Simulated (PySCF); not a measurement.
RbCl from Hartree–Fock to correlated methods

State: ¹Σ⁺ (singlet), closed shell. Set-up: Rb def2-SVP with ECP28, Cl def2-SVP; scalar-relativistic core potentials (PySCF 2.14). De refers to Rb + Cl in their high-spin ground configurations, without counterpoise correction. A positive dipole means Rb(−)Cl(+).

```csv
Level,Re (Å),ωe (cm⁻¹),De (eV),μ (D)
RHF,2.871,238,3.10,-11.24
RHF-MP2,2.829,249,3.73,n/a
RHF-SCS-MP2,2.836,247,3.67,n/a
RHF-CCSD,2.833,248,3.56,n/a
RHF-CCSD(T),2.832,248,3.59,n/a
PBE,2.824,238,4.14,-9.89
PBEsol,2.796,246,4.29,-9.79
revPBE,2.848,230,4.06,-10.04
r²SCAN,2.832,241,4.25,-10.51
PBE0,2.815,244,4.11,-10.34
B97-3,2.837,239,4.19,-10.55
```

The bond length runs from 2.796 Å (PBEsol) to 2.871 Å (RHF). De spans 3.10 eV (RHF, mean field) to 4.29 eV (PBEsol, GGA). Correlation at CCSD(T) changes the Hartree–Fock bond energy by +0.49 eV; the triples alone change it by +0.03 eV.

Correlated steps freeze 5 core orbitals. Correlated levels converge slowly with the basis: in double zeta they bind strong bonds too weakly, by up to about 1 eV, and carry superposition errors of some tenths. Where the molecule has an RHF reference, its open-shell atoms are computed with UHF.
